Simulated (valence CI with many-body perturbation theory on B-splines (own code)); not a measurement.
# Ni⁴⁺: one-electron terms

Computed by valence CI with perturbative core correlation (CI+MBPT): six valence electrons over a frozen Dirac-Fock core [Ar], a basis of 7 s, 7 p, 8 d, 6 f, 4 g, 1 h functions for each j, with the one-electron correlation potential Σ1, the two-electron term Σ2, the three-electron term Σ3, Breit, model QED; selected CI, second order for the rest, scaled by the run's own slope (own B-spline code, finite nucleus).

Set against measurement, 30 paired levels are off by 540 cm⁻¹ on average, the worst by 1815. Among the levels kept, up to 800 cm⁻¹ of a level comes from second order outside the variational space, and about a tenth of that is noise between levels of different J, which matters for small intervals. Only levels of the ground parity were solved; by the run's estimate the other parity begins above the list, which can be wrong where configurations are misplaced.

These are the spectroscopic orbitals of the CI (the correlating ones are not listed), shaped by the core and the other valence electrons. h is the expectation value of the core's Dirac-Fock operator, without the valence repulsion; Σ1 is computed up to l = 3 at one energy for each symmetry, that of its lowest orbital but kept below the first core excitation, so for empty shells it is not the orbital's own correlation shift; Breit and QED include the response of the core.

| Orbital | h (hartree) | Σ1 (cm⁻¹) | Breit (cm⁻¹) | QED (cm⁻¹) | ⟨r⟩ (bohr) |
| --- | --- | --- | --- | --- | --- |
| 4s1/2 | -4.7769 | -4027 | 65.9 | 51.2 | 1.958 |
| 5s1/2 | -2.5709 | -1149 | 24.6 | 18.9 | 3.799 |
| 6s1/2 | -1.6125 | -506 | 11.8 | 9.1 | 6.233 |
| 4p1/2 | -4.2068 | -3033 | 80.6 | -5.2 | 2.163 |
| 5p1/2 | -2.3226 | -971 | 32.5 | -2.1 | 4.163 |
| 6p1/2 | -1.4838 | -453 | 16.4 | -1.0 | 6.748 |
| 4p3/2 | -4.1809 | -2962 | 47.1 | -1.9 | 2.178 |
| 5p3/2 | -2.3121 | -954 | 19.1 | -0.7 | 4.183 |
| 6p3/2 | -1.4785 | -446 | 9.8 | -0.4 | 6.772 |
| 3d3/2 | -7.8502 | -16551 | 55.4 | -52.4 | 0.8522 |
| 4d3/2 | -3.2018 | -1924 | 12.6 | -5.3 | 2.806 |
| 5d3/2 | -1.8981 | -820 | 6.1 | -2.3 | 5.149 |
| 3d5/2 | -7.833 | -16398 | -118 | -44.8 | 0.8553 |
| 4d5/2 | -3.1983 | -1919 | -6.6 | -4.3 | 2.810 |
| 5d5/2 | -1.8965 | -818 | -2.4 | -1.9 | 5.154 |
| 4f5/2 | -2.4094 | -601 | -0.7 | -0.2 | 3.491 |
| 5f5/2 | -1.5458 | -370 | -0.5 | -0.1 | 6.135 |
| 4f7/2 | -2.4095 | -599 | -1.0 | -0.1 | 3.491 |
| 5f7/2 | -1.5459 | -369 | -0.8 | -0.1 | 6.135 |
| 5g7/2 | -1.5017 |  | 0.0 | 0.0 | 5.492 |
| 5g9/2 | -1.5017 |  | 0.0 | 0.0 | 5.492 |

Among the shells of the start configuration 3d6, Σ1 is largest in size for 3d3/2, where it is 0.96 % of h.

Lowest root of each symmetry, sizes in configuration state functions:

```csv
J,Parity,Roots,Reference,Variational,Second order,Change by selected CI (cm⁻¹),Change by second order (cm⁻¹)
0,even,4,26,61975,3528303,-24101,-192
1,even,4,60,48487,10037933,-23966,-348
2,even,7,86,46991,13956108,-23837,-481
3,even,6,88,46064,17146911,-23742,-576
4,even,7,77,45592,18854187,-23730,-577
5,even,2,52,45253,16342562,-25042,-524
6,even,2,31,46075,14814276,-25119,-412
```
